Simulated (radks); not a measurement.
Results of a calculation; reference values are marked as such.
Q: Isoelectronic series with 8 electrons, each ion in its NIST ground configuration. Level of theory: scalar-relativistic Kohn-Sham, BLYP, spin-unpolarised, spherical densities, point nucleus (a radial shooting solver on a logarithmic mesh with Libxc functionals). Total energies (hartree) and orbital eigenvalues (hartree) (* marks an orbital that is empty in some or all of the ions):

ion,configuration,E (hartree),3s*,2p,2s,1s
Cr16+,[He] 2s2 2p4,-885.88098,-18.04249,-42.32083,-45.62411,-240.9803
Mn17+,[He] 2s2 2p4,-967.07355,-20.14410,-47.09980,-50.61532,-263.5995
Fe18+,[He] 2s2 2p4,-1051.91899,-22.36119,-52.13371,-55.86954,-287.2656
Co19+,[He] 2s2 2p4,-1140.43072,-24.69416,-57.42301,-61.38800,-311.9828
Ni20+,[He] 2s2 2p4,-1232.62284,-27.14338,-62.96820,-67.17197,-337.7555
Zn22+,[He] 2s2 2p4,-1428.10782,-32.39238,-74.82833,-79.54189,-392.4859
Ga23+,[He] 2s2 2p4,-1531.43216,-35.19307,-81.14437,-86.13074,-421.4534
Ge24+,[He] 2s2 2p4,-1638.49985,-38.11189,-87.71851,-92.99089,-451.4960
As25+,[He] 2s2 2p4,-1749.32835,-41.14938,-94.55136,-100.1240,-482.6192
Se26+,[He] 2s2 2p4,-1863.93585,-44.30608,-101.6436,-107.5317,-514.8286

Estimate the row of Cu21+ ([He] 2s2 2p4).

A: E (hartree) -1328.51008; 3s* -29.70931; 2p -68.76980; 2s -73.22280; 1s -364.5883.
